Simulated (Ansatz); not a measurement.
Al(H)2(NMe2) (C2H8AlN), SMILES C[N](C)[AlH2].

Geometry optimised at PBE0-D3(BJ)/def2-SVP. The structure was generated by enumeration; whether it is a known compound was not checked.

Two levels are set side by side: PBE/def2-SVPD (Ansatz, a quantum-chemistry and plane-wave program) and PBE0/def2-SVPD (Ansatz). Energy differences of separate SCF runs at the same geometry; the states with an electron removed or added have multiplicity 2 and 2. Differences are taken from unrounded values.

```tsv
quantity	PBE
vertical ionisation energy (eV)	8.40
vertical singlet–triplet gap (eV)	4.04
```

Question: These are the PBE values. What does PBE0 give? (The exact figures need the calculation; the answer reports its results.)

Answer: 
```tsv
quantity	PBE0	PBE minus PBE0
vertical ionisation energy (eV)	8.41	0.00
vertical singlet–triplet gap (eV)	4.07	-0.03
```

Here PBE gives about what the other level gives.
